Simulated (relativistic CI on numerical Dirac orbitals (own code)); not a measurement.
Calculated at this level of theory: Dirac-Coulomb-Breit CI, KLI orbitals optimised for each configuration, a model potential for QED, unscaled Slater integrals (own radial code, finite nucleus).

The strongest absorption lines from the ground level of an ion, among the configurations computed and to levels below about 1170 eV (vacuum wavelength in nm, gf): 2.1874 (0.027), 2.2029 (0.035), 2.4133 (0.01), 2.5865 (1.6), 2.6566 (0.018), 2.6570 (1.7), 2.7827 (0.011), 2.8830 (0.45).

Question: Which ion is it?
A. Tl LVIII
B. Tm XLVI
C. Ir LVI
D. Ir LIV

Answer: D. Ir LIV has 24 electrons and the ground level 3s²3p⁶3d⁶ ³F4; the strongest line goes to 3s²3p⁵3d⁷ ³F°4. The pattern of lines fixes the number of electrons, and along that sequence the line energies rise steadily with the charge (about as its square where n changes within one kind of shell, about linearly where n is kept but much faster in heavy ions where fine structure, which grows about as Z⁴, sets the gap, and irregularly where shells cross), which fixes Z. Configurations outside the model, such as inner-shell arrays, can give stronger lines. At this charge energies of transitions that change n are usually good to better than 1 %, and those within a shell (Δn = 0) to a few per cent.

LS names give the leading component of a level, which can be under half, so a name can repeat, a term be missing and a line seem to break the LS rules.
